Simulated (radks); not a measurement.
Species: Pb IV. Configuration: [Xe] 4f14 5d10 6s1.

Method: Dirac Kohn-Sham, BLYP, spin-unpolarised, spherical densities, finite nucleus; Fermi nuclear charge, rms radius 5.5012 fm; computed with a radial shooting solver on a logarithmic mesh with Libxc functionals.

Energy parts (eV):
part                       energy
total                  -569310.78
kinetic                 662016.15
electron-nucleus      -1438055.50
Hartree                 217352.72
exchange-correlation    -10624.15

Orbitals (lengths in bohr, moments of r in powers of bohr):
orbital,occ.,eigenvalue (eV),<r^4>,<r>,<1/r>
1s1/2,2,-87954.36,3.540e-07,0.01606,101.2
2s1/2,2,-15742.91,0.00005072,0.06692,25.04
2p1/2,2,-15127.15,0.00002986,0.05487,25.01
2p3/2,4,-12937.26,0.00004819,0.06379,19.97
3s1/2,2,-3800.240,0.001831,0.1740,9.184
3p1/2,2,-3520.640,0.001585,0.1644,9.100
3p3/2,4,-3032.075,0.002253,0.1807,7.780
3d3/2,4,-2569.602,0.001477,0.1570,7.681
3d5/2,6,-2465.612,0.001640,0.1619,7.387
4s1/2,2,-882.1426,0.04013,0.3842,3.901
4p1/2,2,-760.8350,0.04229,0.3853,3.793
4p3/2,4,-641.2029,0.05923,0.4199,3.336
4d3/2,4,-442.9038,0.06837,0.4246,3.139
4d5/2,6,-420.5747,0.07557,0.4357,3.036
4f5/2,6,-163.8506,0.1159,0.4508,2.696
4f7/2,8,-158.8175,0.1226,0.4571,2.656
5s1/2,2,-172.1825,0.9609,0.8539,1.621
5p1/2,2,-130.7028,1.301,0.9119,1.499
5p3/2,4,-108.2622,1.916,1.003,1.330
5d3/2,4,-50.8125,5.476,1.255,1.046
5d5/2,6,-48.1470,6.285,1.297,1.008
6s1/2,1,-37.5502,35.51,2.104,0.6112

The highest occupied level is 6s1/2 at -37.550 eV. For comparison, the ionisation energy in NIST's Atomic Spectra Database is 42.333 eV (measured). In exact Kohn-Sham theory the highest level is minus the ionisation energy, but local and semilocal functionals leave it too shallow, through self-interaction and a potential that decays too fast; potentials with the right tail come closer. The electron density at the nucleus is 2.737e+06 e/bohr^3.

Beside tabulated values, note that spin-unpolarised runs miss the spin-polarisation part of the exchange energy of open shells.
